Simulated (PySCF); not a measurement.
Simulation results for CH6Ge2O, BGeH3O, C3H8Ge, BGeH2O2 and others

All values are calculated (PySCF 2.14.0). Calculation on a computer-drawn molecule: optimised geometry and harmonic frequencies of an isolated molecule of the commonest isotopes, restricted reference for singlets and unrestricted otherwise, frozen core in MP2; on germanium a core potential holds 10 electrons, which the energies leave out, and 3d is frozen in MP2 and coupled-cluster steps.

Common to all runs: method HF; basis cc-pVDZ; basis and core potential on germanium cc-pVDZ-PP ECP10MDF.

(1) CH6Ge2O

Start structure:
```xyz
10
CH6Ge2O
O     -1.6906     0.9002     2.3235
C     -0.8591     0.3132     1.5466
Ge     0.1789    -1.0460     2.0712
Ge    -1.3857     0.4095    -0.4250
H     -2.5713     1.2340     1.9508
H      0.7018    -0.6041     3.4264
H      1.3872    -0.8951     1.1846
H     -0.6178    -0.5575    -1.2659
H     -1.2504     1.8002    -0.9339
H     -2.8239     0.0242    -0.5262
```

It was run with charge 0 and multiplicity 1.

It finds rotational constants 5.338, 1.175, 0.9759 GHz; total energy -702.8801 hartree; convergence status largest gradient component 2.275e-05 hartree/bohr.

Drawn bonds:
```
atom  other atom  order
   1           2      1
   2           3      2
   2           4      1
   1           5      1
   3           6      1
   3           7      1
   4           8      1
   4           9      1
   4          10      1
```

Optimised structure:
```xyz
10
CH6Ge2O
O     -1.7477     1.0682     2.3202
C     -0.9678     0.3363     1.4535
Ge     0.3827    -0.6422     2.0920
Ge    -1.4092     0.4329    -0.4495
H     -2.6634     0.9611     2.1025
H      0.7829    -0.6497     3.5549
H      1.3380    -1.3103     1.1245
H     -0.5411    -0.5524    -1.2316
H     -1.2089     1.8561    -0.9855
H     -2.8964     0.0785    -0.6290
```

Modes:
```
frequency (cm⁻¹)  reduced mass (dalton)
           139.6                   2.04
           147.9                  1.664
           234.8                  1.968
           263.3                  4.873
           296.8                  1.253
           395.5                  1.538
           429.5                   1.71
           500.8                  1.238
           555.5                  1.217
           659.3                  1.301
             666                  1.326
           906.6                   1.04
           926.1                  1.037
           945.3                  1.021
           967.6                  1.093
            1027                  3.565
            1246                  6.944
            1412                  1.327
            2181                  1.022
            2214                  1.019
            2243                  1.017
            2289                  1.019
            2302                  1.021
            4104                  1.067
```

(2) BGeH3O

Start structure:
```xyz
6
BGeH3O
B      2.1911     0.3787     1.3301
O      3.0444    -0.4359     0.9817
Ge     4.4065    -1.4526     0.5231
H      1.2145     0.0087     1.9584
H      2.2962     1.5491     1.2055
H      3.7597    -1.7515    -0.9861
```

Here we set charge 0 and multiplicity 1.

Results for BGeH3O: rotational constants 53.3, 4.264, 3.948 GHz; total energy -394.7015 hartree; convergence status largest gradient component 8.302e-06 hartree/bohr.

Drawn bonds:
```
atom  other atom  order
   1           2      1
   2           3      1
   1           4      1
   1           5      1
   3           6      1
```

Optimised structure:
```xyz
6
BGeH3O
B      2.1210     0.3365     1.4348
O      2.6449    -0.6858     0.7312
Ge     4.2930    -0.7331    -0.0382
H      1.0109     0.2233     1.8868
H      2.7528     1.3534     1.6117
H      4.0898    -2.1978    -0.6136
```

Modes:
```
frequency (cm⁻¹)  reduced mass (dalton)
           165.3                  1.102
             229                  3.152
           246.8                  1.304
           600.5                  7.074
           836.4                  1.064
            1086                   1.43
            1147                   1.38
            1268                  1.681
            1419                  2.254
            2000                  1.022
            2620                  1.056
            2698                  1.119
```

(3) C3H8Ge

Start structure:
```xyz
12
C3H8Ge
C      0.8701    -0.6430    -0.5635
C     -0.2340    -0.1379     0.2853
C     -1.4471     0.2797    -0.4425
Ge     0.0843     0.4474     1.9708
H      1.1632     0.0405    -1.2918
H      0.6812    -1.5975    -0.9966
H      1.7784    -0.8219     0.1072
H     -1.1668     1.0118    -1.2694
H     -2.1684     0.8100     0.1673
H     -1.8984    -0.5789    -0.8815
H      0.9995    -0.5117     2.7252
H     -1.1985     0.4287     2.7218
```

Here we set charge 0 and multiplicity 1.

Results for C3H8Ge: rotational constants 8.173, 2.976, 2.242 GHz; total energy -411.5737 hartree; convergence status largest gradient component 5.213e-06 hartree/bohr.

Drawn bonds:
```
atom  other atom  order
   1           2      1
   2           3      1
   2           4      2
   1           5      1
   1           6      1
   1           7      1
   3           8      1
   3           9      1
   3          10      1
   4          11      1
   4          12      1
```

Optimised structure:
```xyz
12
C3H8Ge
C      0.9158    -0.6643    -0.5487
C     -0.2061    -0.0982     0.2854
C     -1.4413     0.2970    -0.4848
Ge    -0.0819     0.0895     2.0456
H      1.2373     0.0599    -1.3059
H      0.5831    -1.5591    -1.0870
H      1.7893    -0.9369     0.0450
H     -1.1998     1.0538    -1.2398
H     -2.2277     0.7011     0.1540
H     -1.8542    -0.5652    -1.0209
H      1.1654    -0.3108     2.8126
H     -1.2163     0.6604     2.8770
```

Modes:
```
frequency (cm⁻¹)  reduced mass (dalton)
           226.1                   1.03
           243.2                  1.159
           257.9                  2.452
           329.3                  1.642
           331.1                  2.622
           448.4                  1.273
             471                  1.023
           603.1                  1.204
             636                   3.73
           922.4                  1.034
            1047                  1.373
            1056                  1.843
            1068                  1.229
            1157                  1.495
            1290                  3.482
            1376                  2.805
            1513                   1.28
            1524                  1.227
            1565                  1.047
            1580                  1.043
            1581                   1.05
            1605                  1.087
            2280                  1.026
            2283                  1.015
            3142                  1.039
            3147                  1.039
            3193                  1.102
            3195                  1.101
            3251                  1.099
            3252                    1.1
```

(4) BGeH2O2

Start structure:
```xyz
6
BGeH2O2
B     -1.8914     1.4143     1.5618
Ge    -1.5097    -0.0566     0.1391
O     -0.2721    -0.4890    -0.6393
O     -2.8336    -1.2440     0.3237
H     -2.3646     2.4473     1.5009
H     -2.7465    -1.9437    -0.2793
```

Settings of this run: charge 0 and multiplicity 2.

It finds rotational constants 7.358, 6.147, 3.374 GHz; total energy -468.8619 hartree; spin squared 0.7632; convergence status largest gradient component 2.327e-05 hartree/bohr.

Drawn bonds:
```
atom  other atom  order
   1           2      1
   2           3      2
   2           4      1
   1           5      1
   4           6      1
```

Optimised structure:
```xyz
6
BGeH2O2
B     -1.8904     1.3785     1.5320
Ge    -1.4863    -0.1135     0.2108
O     -0.1881    -0.4340    -0.7003
O     -2.8686    -1.1896     0.2999
H     -2.3901     2.4551     1.5026
H     -2.7944    -1.9681    -0.2380
```

Modes:
```
frequency (cm⁻¹)  reduced mass (dalton)
           165.6                  3.814
           221.5                  5.211
           264.8                  7.388
           405.2                  1.312
           456.2                  1.165
           539.5                  1.533
           630.6                  3.417
           772.6                  13.35
           950.2                  1.153
            1048                  16.39
            2835                  1.097
            4123                  1.067
```

(5) BGeH5N2

Start structure:
```xyz
9
BGeH5N2
B     -1.7213     0.6909    -1.5870
Ge    -1.0792    -0.6070    -0.2106
N     -0.9366    -2.2525     0.0013
N     -0.8055     0.2299     1.3577
H     -1.5469     0.4494    -2.7617
H     -2.4238     1.5689    -1.2813
H     -1.0990    -2.8788    -0.8322
H     -0.6332     1.1833     1.4912
H     -0.4426    -0.3110     2.1855
```

It was run with charge 0 and multiplicity 1.

Results for BGeH5N2: rotational constants 6.617, 5.562, 3.05 GHz; total energy -429.8016 hartree; convergence status largest gradient component 1.935e-05 hartree/bohr.

Drawn bonds:
```
atom  other atom  order
   1           2      1
   2           3      2
   2           4      1
   1           5      1
   1           6      1
   3           7      1
   4           8      1
   4           9      1
```

Optimised structure:
```xyz
9
BGeH5N2
B     -1.7586     0.6365    -1.5993
Ge    -1.1050    -0.6538    -0.0995
N     -0.7142    -2.2956    -0.1006
N     -0.9908     0.2006     1.4815
H     -2.4404     0.2261    -2.4906
H     -1.4387     1.7895    -1.5848
H     -0.8910    -2.7247    -0.9983
H     -0.7914     1.1821     1.5104
H     -0.5579    -0.2876     2.2440
```

Modes:
```
frequency (cm⁻¹)  reduced mass (dalton)
           62.11                  1.056
             163                  2.906
           190.3                  4.886
           248.6                  3.212
           299.5                  1.155
           436.9                   1.21
           562.1                  4.385
           640.3                  1.098
           686.3                  1.232
           753.8                  4.856
           883.2                  1.232
           939.2                  1.472
             960                  2.597
           988.2                  1.505
            1253                  1.143
            1678                  1.111
            2702                  1.051
            2799                  1.128
            3726                  1.075
            3766                  1.049
            3876                  1.097
```

(6) BGeH2O2

Start structure:
```xyz
6
BGeH2O2
B     -0.5725     1.7789     1.0098
O      0.2856     1.4288     0.2941
Ge     1.6105     1.2357    -1.3232
O      1.1505     2.1204    -2.4844
H     -1.4237     1.9607     1.8248
H      2.4807     0.2397    -0.5078
```

Settings of this run: charge 1 and multiplicity 1.

It finds rotational constants 14.52, 3.261, 2.663 GHz; total energy -468.6889 hartree; convergence status largest gradient component 1.351e-05 hartree/bohr.

Drawn bonds:
```
atom  other atom  order
   1           2      1
   2           3      1
   3           4      2
   1           5      1
   3           6      1
```

Optimised structure:
```xyz
6
BGeH2O2
B     -0.5521     1.7291     1.0027
O      0.4085     1.3222     0.3748
Ge     1.5732     1.2103    -1.1945
O      1.0069     2.1616    -2.3328
H     -1.4701     2.1100     1.6197
H      2.5646     0.2311    -0.6565
```

Modes:
```
frequency (cm⁻¹)  reduced mass (dalton)
           95.34                  4.054
           159.4                  3.832
           271.8                  11.26
           385.5                  10.51
           536.4                  1.149
           764.2                  1.048
           849.5                  1.394
           854.5                  1.387
            1092                  17.03
            1813                  5.212
            2397                  1.024
            3018                  1.182
```

(7) BGe2H6N

Start structure:
```xyz
10
BGe2H6N
Ge     3.1643    -1.8325    -1.3668
N      1.7939    -0.8576    -0.8685
B      0.6048    -0.1274    -0.8366
Ge    -0.0390     0.4843     0.9620
H      3.1931    -3.2420    -0.8899
H      4.5141    -1.1121    -1.2615
H      0.0190     0.0683    -1.8233
H      0.7071     0.2644     2.1118
H     -1.4035     0.0654     1.3161
H     -0.1676     1.9808     1.0548
```

Settings of this run: charge 0 and multiplicity 1.

It finds rotational constants 14.1, 0.6407, 0.6225 GHz; total energy -669.3339 hartree; convergence status largest gradient component 6.933e-06 hartree/bohr.

Drawn bonds:
```
atom  other atom  order
   1           2      2
   2           3      1
   3           4      1
   1           5      1
   1           6      1
   3           7      1
   4           8      1
   4           9      1
   4          10      1
```

Optimised structure:
```xyz
10
BGe2H6N
Ge     3.1644    -1.7560    -1.0639
N      1.7604    -0.8813    -0.9985
B      0.6052    -0.1542    -0.8980
Ge    -0.0529     0.5388     0.9756
H      3.1688    -3.2661    -0.9347
H      4.5099    -1.0885    -1.2674
H     -0.0515     0.1005    -1.8786
H      0.8914     0.1174     2.1188
H     -1.4554     0.0047     1.3278
H     -0.1543     2.0764     1.0172
```

Modes:
```
frequency (cm⁻¹)  reduced mass (dalton)
           49.22                  1.108
              68                  9.356
             107                  2.955
           252.2                  9.105
           287.5                  1.134
           435.6                  1.666
             494                  1.076
           565.7                  1.133
           669.3                   1.15
           670.4                  1.783
           770.8                  4.481
           842.7                  1.442
           897.8                  1.045
           944.3                   1.03
           968.4                  1.021
           972.5                  1.028
            1120                  1.309
            1583                  10.68
            2165                  1.023
            2165                  1.023
            2185                  1.013
            2295                  1.026
            2308                  1.014
            2634                  1.093
```

(8) B2GeH7N

Start structure:
```xyz
11
B2GeH7N
B     -0.3506     0.9905     1.3994
N     -1.0220     1.4759     0.4071
Ge    -0.8480     0.3017    -1.1533
B      0.3105    -0.9182    -0.0019
H      0.2284    -0.1380     1.2437
H     -0.2918     1.4255     2.4213
H     -1.5185     2.2987     0.3136
H     -2.2873     0.1221    -1.5811
H     -0.4025     1.2308    -2.1957
H      1.4258    -0.9956    -0.1395
H     -0.2326    -1.9721     0.4090
```

It was run with charge 0 and multiplicity 1.

It finds rotational constants 7.055, 3.719, 2.564 GHz; total energy -401.2781 hartree; convergence status largest gradient component 1.82e-05 hartree/bohr.

Drawn bonds:
```
atom  other atom  order
   1           2      1
   2           3      1
   3           4      1
   1           5      1
   1           6      1
   2           7      1
   3           8      1
   3           9      1
   4          10      1
   4          11      1
```

Optimised structure:
```xyz
11
B2GeH7N
B     -0.4032     1.1847     1.6701
N     -0.9862     1.4545     0.4340
Ge    -0.8597     0.3526    -1.0705
B      0.3025    -1.2651    -0.4379
H      0.2397     0.1679     1.8105
H     -0.5262     1.9407     2.5976
H     -1.5131     2.3033     0.3453
H     -2.2856    -0.0194    -1.5072
H     -0.2389     1.1759    -2.2104
H      1.4942    -1.2388    -0.5485
H     -0.2121    -2.2348     0.0396
```

Modes:
```
frequency (cm⁻¹)  reduced mass (dalton)
           57.04                  1.736
           121.3                  2.987
           194.8                  1.167
           312.5                  3.391
           314.4                  1.185
           453.3                  1.047
           575.6                  4.524
             617                  4.096
           693.1                   1.16
           787.8                  1.172
           801.2                  1.062
           840.2                  1.094
           962.3                  1.307
           981.9                  1.034
            1010                  1.328
            1090                  1.356
            1237                  1.408
            1258                   1.14
            1354                  1.237
            1490                    2.7
            2186                  1.023
            2210                  1.016
            2602                  1.069
            2694                  1.097
            2695                  1.067
            2784                  1.128
            3803                  1.076
```
